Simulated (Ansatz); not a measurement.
Geometry optimisation, RKS r2SCAN-D4/def2-SVP (Ansatz 0.2.0).

The input (input.yaml):

```yaml
crystal:
  periodic: [false, false, false]
  atoms:
    - { symbol: C, position_ang: [-2.28197, 1.7893, 1.45795] }
    - { symbol: C, position_ang: [-1.4335, 1.19927, 0.84181] }
    - { symbol: In, position_ang: [0.0696, 0.23913, -0.3608] }
    - { symbol: C, position_ang: [1.42282, -1.51887, -0.46195] }
    - { symbol: F, position_ang: [0.34878, 1.31068, -1.9955] }
    - { symbol: H, position_ang: [-1.68285, 0.76772, 1.81118] }
    - { symbol: H, position_ang: [0.9378, -2.40153, -0.05789] }
    - { symbol: H, position_ang: [2.32964, -1.28761, 0.08973] }
    - { symbol: H, position_ang: [1.6341, -1.62581, -1.52279] }
basis:
  gaussian: { orbitals: def2-SVP }
hamiltonian:
  xc: r2scan
  dispersion: d4
relax:
  f_tol: 0.02
  max_steps: 50
```

Command:

```bash
$ ansatz run input.yaml --threads 2 --pin off --max-ram 3072MiB --backend cpu --events-out ev --progress --plain --runs-dir out
```

Where does it end, and by what steps?

The run converged. After 7 steps the energy has fallen by 0.563 eV; H7 moved furthest, 0.18 Å.

```csv
step,energy less start (eV),largest force component (eV/Å),accepted
0,0.0000,6.157,yes
1,-0.4782,1.492,yes
2,-0.5514,0.249,yes
3,-0.5600,0.127,yes
4,-0.5620,0.061,yes
5,-0.5620,0.124,no
6,-0.5626,0.026,yes
7,-0.5630,0.011,yes
```

```xyz
9
Properties=species:S:1:pos:R:3
C -2.225 1.768 1.432
C -1.325 1.103 0.809
In 0.132 0.277 -0.505
C 1.365 -1.467 -0.441
F 0.300 1.457 -2.066
H -1.651 0.610 1.864
H 0.828 -2.300 0.033
H 2.268 -1.240 0.143
H 1.653 -1.735 -1.467
```

Run time: 31 s on 2 threads of Arm Neoverse V1, with other jobs on the host, peak memory 0.16 GiB.
